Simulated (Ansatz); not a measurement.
A run for Ansatz (a quantum-chemistry and plane-wave program): R-wB97X-V/def2-TZVPP on BGeH5O (SMILES O[BH][GeH3]), a point of a torsion scan.

Ansatz 0.2 input:
```yaml
crystal:
  periodic: [false, false, false]
  atoms:
    - {symbol: O, position_ang: [1.60108286, 0.75637234, -0.17627360]}
    - {symbol: B, position_ang: [0.87560925, -0.31118202, 0.12470654]}
    - {symbol: Ge, position_ang: [-1.12208306, -0.05525654, -0.06079964]}
    - {symbol: H, position_ang: [2.55776320, 0.71624474, -0.11354225]}
    - {symbol: H, position_ang: [1.37487191, -1.32390378, 0.47230939]}
    - {symbol: H, position_ang: [-1.55693669, 1.30023215, -0.51371719]}
    - {symbol: H, position_ang: [-1.92525357, -0.27791728, 1.18505439]}
    - {symbol: H, position_ang: [-1.81024510, -0.97796631, -1.02099347]}
basis:
  gaussian:
    orbitals: def2-TZVPP
hamiltonian:
  xc: {name: wB97X-V}
scf: {lower_state_search: off}
```

The log:

```
WARN ansatz: RAYON_NUM_THREADS=1 ignored (pool sized by the plan → 1); use --threads N
Functional definition: wB97X-V
these checks for a lower state are left out or cut short: stability, starts, cluster_reference, orbital_swaps, neighbouring_geometries, increment
integrals: 0.11 GiB planned
1004 factors; their error is unknown
integrals: 0.15 GiB planned
240 factors; integrals over basis functions are off by at most 9.1e-6 eV
mean field: 0.98 GiB planned
mean field evaluation 1: about -59315.4395 eV, gradient 4.5e1 eV
mean field evaluation 2: about -59314.9478 eV, gradient 5.0e1 eV
mean field evaluation 4: about -59318.5291 eV, gradient 1.2e0 eV
mean field evaluation 8: about -59318.5348 eV, gradient 1.9e-2 eV
mean field evaluation 16: about -59318.7124 eV, gradient 7.8e-6 eV
mean field -59318.71239269 eV, -2179.9224727640 hartree, gradient 3.0e-6 eV, S^2 0.000000; 0 other end points of the search recorded, 0 dependent functions left out
reference -59318.71239072 eV, -2179.9224726916 hartree; 25, 25 occupied and 155, 155 virtual orbitals, 1004 factors
Total energy: -59318.71239072 eV, -2179.9224726916 hartree
Checks for a lower state left out: stability, starts, cluster_reference, orbital_swaps, neighbouring_geometries, increment
```

The calculation finished and met its thresholds.

Cost: about 6 core-seconds (a rough figure).
